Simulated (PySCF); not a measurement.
## C7H10Si: core ionisation energies

Compound: SiH2MePh, C7H10Si.
Bonds: Si1–C4, Si1–C8, C8–C9, C8–C13, C9–C10, C10–C11, C11–C12, C12–C13. Hydrogens: H2, H3 on Si1; H5, H6, H7 on C4; H14 on C9; H15 on C10; H16 on C11; H17 on C12; H18 on C13.

Method used: delta-SCF UKS SCAN, pcX-2 on the ionised atom, pcseg-1 elsewhere, spin-free X2C in PySCF 2.14.0. Vertical ΔSCF values, vacuum level as zero.

**Question.** Give the core binding energies atom by atom.

**Answer.** 
```json
{"atom(s)": "Si1", "environment": "silicon bonded to 2 C and 2 H", "level": "Si 2p3/2", "binding energy (eV)": "106.20", "2p1/2 (eV)": "106.83", "above the level's lowest (eV)": "0.00", "count": "1"}
{"atom(s)": "C8", "environment": "carbon bonded to 2 C and Si", "level": "C 1s", "binding energy (eV)": "289.71", "2p1/2 (eV)": "–", "above the level's lowest (eV)": "0.00", "count": "1"}
{"atom(s)": "C4", "environment": "carbon bonded to Si and 3 H", "level": "C 1s", "binding energy (eV)": "290.03", "2p1/2 (eV)": "–", "above the level's lowest (eV)": "+0.32", "count": "1"}
{"atom(s)": "C9/C13", "environment": "carbon bonded to 2 C and H", "level": "C 1s", "binding energy (eV)": "290.13", "2p1/2 (eV)": "–", "above the level's lowest (eV)": "+0.42", "count": "2"}
{"atom(s)": "C10/C12", "environment": "carbon bonded to 2 C and H", "level": "C 1s", "binding energy (eV)": "290.18", "2p1/2 (eV)": "–", "above the level's lowest (eV)": "+0.47", "count": "2"}
{"atom(s)": "C11", "environment": "carbon bonded to 2 C and H", "level": "C 1s", "binding energy (eV)": "290.18", "2p1/2 (eV)": "–", "above the level's lowest (eV)": "+0.47", "count": "1"}
{"atom(s)": "Si1", "environment": "silicon bonded to 2 C and 2 H", "level": "Si 1s", "binding energy (eV)": "1846.00", "2p1/2 (eV)": "–", "above the level's lowest (eV)": "0.00", "count": "1"}
```

The listed C 1s values span 0.47 eV, from C8 (bonded to 2 C and Si) to C11 (bonded to 2 C and H). The values 290.13, 290.18 and 290.18 eV lie too close for their order to be trusted.

**Question.** Which photon wavelength matches the Si 1s of Si1 threshold?

**Answer.** λ = hc/E = 12398.42 eV Å / 1846.00 eV = 6.716 Å.

**Question.** Which effective nuclear charge Zeff reproduces each element's mean 1s value in the hydrogen-like formula E = 13.606 eV × Zeff²?

**Answer.** C (Z = 6): mean 290.1 eV, Zeff = 4.62, Z − Zeff = 1.38; Si (Z = 14): mean 1846.0 eV, Zeff = 11.65, Z − Zeff = 2.35. Means run over the listed sites, weighted by atom count.

One atom of each set of topologically equivalent atoms was ionised and stands for the set; in this conformer not all members are related by symmetry, and their own values weren't computed. Spin–orbit and ligand-field terms were added within each 2p shell after the spin-free SCF. 2p1/2 minus 2p3/2 (ligand field included): Si 0.62 eV. One conformer (not necessarily the lowest) at the PBE0-D3(BJ)/def2-SVP geometry, without solvent, vibrations or thermal averaging.
